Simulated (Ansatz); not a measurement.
`CCC(C)CC` and `CCC(C)Br` differ in one atom or group.

Ansatz, PBE0-D4/def2-TZVP geometries, multiplicity 1. Each molecule was computed in one conformer, which needn't be the lowest.

Scalar relativity is left out up to krypton. Spin–orbit coupling is left out; it splits and shifts lone-pair levels of the heavy atoms by tenths of an eV.

| property | `CCC(C)CC` |
| --- | --- |
| HOMO–LUMO gap (B3LYP/def2-TZVPP) / eV | 9.23 |
| LUMO energy (PBE/def2-TZVPP) / eV | 0.37 |
| HOMO energy (PBE0/def2-TZVPP) / eV | -8.58 |
| LUMO energy (PBE0/def2-TZVPP) / eV | 1.16 |
| HOMO energy (ωB97M-V/def2-TZVPP) / eV | -10.87 |
| size of the dipole moment (ωB97M-V/def2-TZVPP) / D | 0.11 |

Give the same properties after the change, and the shifts. (An estimate is asked.)

Ansatz gave: 
```json
{"property": "HOMO–LUMO gap (B3LYP/def2-TZVPP) / eV", "`CCC(C)Br`": "7.39", "shift": "-1.84"}
{"property": "LUMO energy (PBE/def2-TZVPP) / eV", "`CCC(C)Br`": "-0.87", "shift": "-1.24"}
{"property": "HOMO energy (PBE0/def2-TZVPP) / eV", "`CCC(C)Br`": "-7.74", "shift": "0.84"}
{"property": "LUMO energy (PBE0/def2-TZVPP) / eV", "`CCC(C)Br`": "0.18", "shift": "-0.98"}
{"property": "HOMO energy (ωB97M-V/def2-TZVPP) / eV", "`CCC(C)Br`": "-10.02", "shift": "0.85"}
{"property": "size of the dipole moment (ωB97M-V/def2-TZVPP) / D", "`CCC(C)Br`": "2.24", "shift": "2.13"}
```

With PBE0 the HOMO rises by 0.84 eV and the LUMO falls by 0.98 eV, so the gap narrows by about 1.82 eV. PBE moves the HOMO by 0.78 eV and ωB97M-V by 0.85 eV. Dipoles are sizes alone; their direction can turn.

B3LYP here is the variant with VWN-RPA as its local correlation; programs differ in this.
